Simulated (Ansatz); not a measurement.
Born–Oppenheimer molecular dynamics of C2H4BFS (9 atoms, charge 0, multiplicity 1). It starts from a relaxed structure.

Theory: UKS PBE-D4/STO-3G (Ansatz).

```
ensemble        : NVT, Langevin thermostat
time step       : 2 fs
steps asked     : 120
set temperature : 700 K
friction        : 0.02 /fs
seed            : 516648
```

First frame:

```xyz
9
Properties=species:S:1:pos:R:3
F 1.530 -0.308 -1.668
C 0.877 0.416 -0.645
C -0.468 -0.251 -0.195
B -1.001 -0.197 1.264
S -0.362 -1.760 0.924
H 0.627 1.457 -1.004
H 1.552 0.527 0.249
H -1.167 -0.375 -1.046
H -1.500 0.446 2.103
```

Task: How far do the bonds stretch over the last three quarters of this one trajectory? (Pairs bonded in most of those frames.)

Result: 
```json
{"bond": "F1–C2", "mean (Å)": "1.418", "spread (Å)": "0.026", "shortest": "1.35", "longest": "1.47"}
{"bond": "C2–C3", "mean (Å)": "1.585", "spread (Å)": "0.041", "shortest": "1.51", "longest": "1.68"}
{"bond": "C2–H6", "mean (Å)": "1.134", "spread (Å)": "0.038", "shortest": "1.07", "longest": "1.19"}
{"bond": "C2–H7", "mean (Å)": "1.135", "spread (Å)": "0.040", "shortest": "1.04", "longest": "1.22"}
{"bond": "C3–B4", "mean (Å)": "1.565", "spread (Å)": "0.046", "shortest": "1.46", "longest": "1.68"}
{"bond": "C3–S5", "mean (Å)": "1.906", "spread (Å)": "0.089", "shortest": "1.72", "longest": "2.10"}
{"bond": "C3–H8", "mean (Å)": "1.119", "spread (Å)": "0.045", "shortest": "1.04", "longest": "1.21"}
{"bond": "B4–S5", "mean (Å)": "1.726", "spread (Å)": "0.045", "shortest": "1.64", "longest": "1.83"}
{"bond": "B4–H9", "mean (Å)": "1.182", "spread (Å)": "0.057", "shortest": "1.06", "longest": "1.31"}
```

Mean temperature of the second half: 731 K. A step of 2 fs is long for free X–H stretches (periods near 10 fs) and can bias their spread and the temperature. A run of 0.24 ps of so small a system gives no equilibrium averages. Limits of this set-up: minimal basis.

The run took 4.4 min on 1 thread of Arm Neoverse V2 (shared host), peak memory 0.1 GiB.
